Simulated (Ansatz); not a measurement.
Isolated molecules relaxed with PBE0-D4/def2-TZVP in Ansatz; ΔE leaves out vibrations. CCSD(T)/CBS is the MP2 limit (def2-TZVPP, def2-QZVPP) plus CCSD(T) − MP2 in def2-TZVPP, frozen cores. This one scheme is used for every species. Functionals use def2-TZVPP. B3LYP here is the variant with VWN-RPA as its local correlation; programs differ in this. One conformer a species, not always the lowest.

`CB(N)CCl` + H₂ → `CB(C)N` + HCl  (hydrogenolysis of a C–Cl bond)

`CB(N)CCl`:

Z-matrix (Å, degrees):
```
C
B 1 1.570
H 1 1.096 2 110.1
H 1 1.094 2 110.7 3 116.9
H 1 1.093 2 113.9 3 -121.0
N 2 1.393 1 121.5 3 114.1
C 2 1.590 1 120.7 3 -65.2
H 6 1.006 2 122.9 1 1.9
H 6 1.006 2 123.5 1 179.7
Cl 7 1.798 2 108.3 1 -69.5
H 7 1.091 2 114.4 1 172.2
H 7 1.091 2 112.9 1 47.7
```

H₂:

Z-matrix (Å, degrees):
```
H
H 1 0.746
```

`CB(C)N`:

Cartesian coordinates in Å:
```
C -1.096 0.227 -0.988
B 0.141 -0.108 -0.068
C 0.222 0.442 1.409
N 1.178 -0.902 -0.567
H -1.041 -0.210 -1.990
H -2.026 -0.120 -0.525
H -1.209 1.310 -1.103
H -0.644 0.111 1.992
H 1.123 0.141 1.951
H 0.180 1.537 1.414
H 1.182 -1.280 -1.499
H 1.990 -1.148 -0.027
```

HCl:

Cartesian coordinates in Å:
```
Cl 0.452 -0.223 0.394
H -0.452 0.223 -0.394
```

```tsv
level	ΔE (kcal/mol)
B3LYP-D4	-20.0
PBE0	-21.8
HF/def2-QZVPP	-24.5
CCSD/CBS(def2)	-21.8
```

Q: What does CCSD(T)/CBS give? (Best estimate.)

A: Computed: -20.6 kcal/mol. The listed levels differ from it by 0.6, -1.2, -3.9, -1.2 kcal/mol.

Largest T1 diagnostic among the species: 0.011.

The D4 term adds +2.0 kcal/mol with B3LYP and +1.1 kcal/mol with PBE0; it sums over pairs of atoms, weighted by their polarisabilities, and B3LYP, whose exchange is more repulsive, gets the larger term. From PBE to PBE0 (25 % exact exchange), in def2-TZVPP and without D4, ΔE moves by −1.3 kcal/mol.
